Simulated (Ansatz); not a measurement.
[TaO2F2]- (TaO2F2⁻), relaxed as a singlet with RKS PBE-D4/def2-SVPD in Ansatz, starting from the GFN2-xTB geometry. Force threshold 0.02 eV/Å.

In the def2 sets Ta takes a core potential; there is no spin–orbit coupling. The relaxation made no stability test and no search for a lower SCF solution.

Start:

```xyz
5

Ta   -0.056   -0.060   -0.062
O    -0.277    0.277   -1.751
O    -0.871   -1.491    0.488
F    -0.680    1.497    1.001
F     1.885   -0.224    0.324
```

| step | energy (eV) | largest force component (eV/Å) | SCF passes |
| --- | --- | --- | --- |
| 1 | -11074.1459 | 3.804 | 19 |
| 2 | -11074.3529 | 0.304 | 25 |
| 3 | -11074.3606 | 0.085 | 22 |
| 4 | -11074.3610 | 0.005 | 22 |

Force components are those of the run's own axes.

End:

```
atom   x (Å)   y (Å)   z (Å)
 Ta1  -0.011  -0.012  -0.013
  O2  -0.293   0.254  -1.758
  O3  -0.883  -1.499   0.463
  F4  -0.725   1.513   1.002
  F5   1.912  -0.256   0.306
```

By distances, no bond broke or formed. The bond that changes most is Ta1–O2, from 1.74 to 1.79 Å (atoms count from 1).

No frequencies were taken in this run, so the end may be a saddle point.

It took 1.4 s on 4 threads of AMD EPYC 9B45 on a shared host.
